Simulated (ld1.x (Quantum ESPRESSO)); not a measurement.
**Ranking RRKJ potentials for copper**

All share these settings but for the change named:

```
Element                 : copper (Cu)
Generator               : ld1.x (Quantum ESPRESSO) 7.5
Type                    : norm-conserving RRKJ (Kleinman–Bylander form)
Functional              : PBEsol
Relativity              : scalar-relativistic
Frozen core             : [Ar]
Valence charge          : 11
Reference configuration : 3d10 4s1 4p0
Partial waves           : 4p (bound, empty): rc 2.15 bohr; 3d (bound): rc 1.15 bohr; 4s (bound): rc 2.10 bohr
Local potential         : the s channel
Core correction         : Bessel-smoothed model core inside 0.90 bohr
```

Cutoff: the first of the cutoffs (Ry, on a coarse ladder) from which the occupation-weighted sum of valence levels, in a spherical-Bessel basis at the reference potential, stays within 10 and 1 mRy of its value at 400 Ry; the density cutoff is not measured.

The base gives 140 Ry.

Of 10 variants that were run, those that failed, showed a ghost or another fault, or gave nearly equal values are left out.

A variant can come out equal or close to the base.

Rank these variants from softest to hardest (loose cutoff).
A. wave 3d (bound): rc 1.15 bohr becomes 3d (bound): rc 1.18 bohr
B. core [Ne], valence charge 19; reference 3s2 3p6 3d10 4s0 4p0; waves now 3s (bound): rc 0.85 bohr; 3p (bound): rc 1.00 bohr; 3d (bound): rc 1.55 bohr; local potential all-electron potential smoothed inside 1.50 bohr (lloc = -2); core correction none
C. all radii but the core radius scaled by about 1.23 (s 2.58, p 2.64, d 1.42 bohr)

C (90 Ry), A (140 Ry), B (160 Ry).
